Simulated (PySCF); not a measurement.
Species: C6H13NO.
Numbering: `[CH3:1][O:2]/[CH:3]=[C:4](/[CH3:5])[C@@H:6]([CH3:7])[NH2:8]` (hydrogens: H9, H10, H11 on C1; H12 on C3; H13, H14, H15 on C5; H16 on C6; H17, H18, H19 on C7; H20, H21 on N8)

Structure used (PBE0-D3(BJ)/def2-SVP), in Å, numbered top down from 1:
```xyz
21
C6H13NO angstrom
C      3.4185    0.2023    0.0945
O      2.0584    0.0159    0.3634
C      1.2481    1.0465    0.0186
C     -0.0672    0.9058   -0.1988
C     -0.9249    2.0972   -0.4950
C     -0.7286   -0.4522   -0.1240
C     -1.6013   -0.5822    1.1207
N     -1.5569   -0.6531   -1.3090
H      3.9547   -0.6732    0.4838
H      3.6181    0.2873   -0.9895
H      3.8130    1.1072    0.5936
H      1.7348    2.0306   -0.0339
H     -0.3249    3.0127   -0.6039
H     -1.6617    2.2729    0.3070
H     -1.5039    1.9352   -1.4165
H      0.0846   -1.1979   -0.0362
H     -2.4260    0.1459    1.0992
H     -2.0458   -1.5895    1.1800
H     -1.0069   -0.4205    2.0313
H     -2.0315   -1.5521   -1.2496
H     -0.9677   -0.6925   -2.1387
```

Linear response at wB97X-D/def2-SVPD (PySCF, frozen core in the response, non-relativistic). Isolated species at its PBE0-D3(BJ)/def2-SVP geometry (one conformer only).

Static isotropic polarisability: 90.68 au (13.44 Å³), principal values 75.5, 84.1, 112.5 au.

(1) What is the polarisability at 1064 nm and at the sodium D line?

(2) What is the isotropic C6 coefficient between two such molecules, C6 = (3/π)∫α(iω)² dω?

(3) Which effective excitation energy ω̄ makes London's formula C6 = (3/4)α²ω̄ exact here?

(4) The lowest 6 singlets have (eV, f): 6.21, 0.023; 6.49, 0.451; 6.63, 0.014; 7.04, 0.003; 7.06, 0.003; 7.13, 0.014. What share of the static polarisability do they carry in the sum over states α = Σ f/ω²?

(5) What n − 1 at the D line would an ideal gas of it have at 273.15 K and 1 atm (2.6868 × 10¹⁹ cm⁻³), by n − 1 = 2π·N·α′?

(6) What three-body coefficient follows from the one-pole estimate C9 = (3/4)·α·C6?

(7) How many electrons N does the Slater–Kirkwood formula C6 = (3/4)·√N·α^(3/2) need to give this C6?

Results:

(1) 91.49 au at 1064 nm (+0.9 %), 93.43 au at 589.3 nm (+3.0 %). The rise at 589.3 nm is 3.40 times that at 1064 nm; a pure ω² law gives 3.26. The lowest singlet lies at 200 nm, shorter than both wavelengths.

(2) 3464 au (Eh·bohr⁶) by a ten-point quadrature over imaginary frequencies, which is 2070 eV·Å⁶ or 200 J·nm⁶/mol.

(3) ω̄ = 4·C6/(3α²) = 0.562 Eh = 15.3 eV. A one-pole form α(ω) = α/(1 − ω²/ω̄²) fitted to the 1064 nm value gives 12.4 eV.

(4) 8.91 au, 9.8 % of α; the largest term, 7.94 au, is that of the state at 6.49 eV. Their oscillator strengths add up to 0.51. Higher states carry the rest.

(5) 23.37 × 10⁻⁴, a formal value whether or not that pressure can be reached.

(6) 236000 au. This is an estimate from the two numbers above, not a computed integral.

(7) N = (4·C6/3)²/α³ = 28.6; the species has 64 electrons in all.

The pairwise dispersion term of wB97X-D wasn't added to the energies; at a given geometry it leaves orbitals and properties as they are.
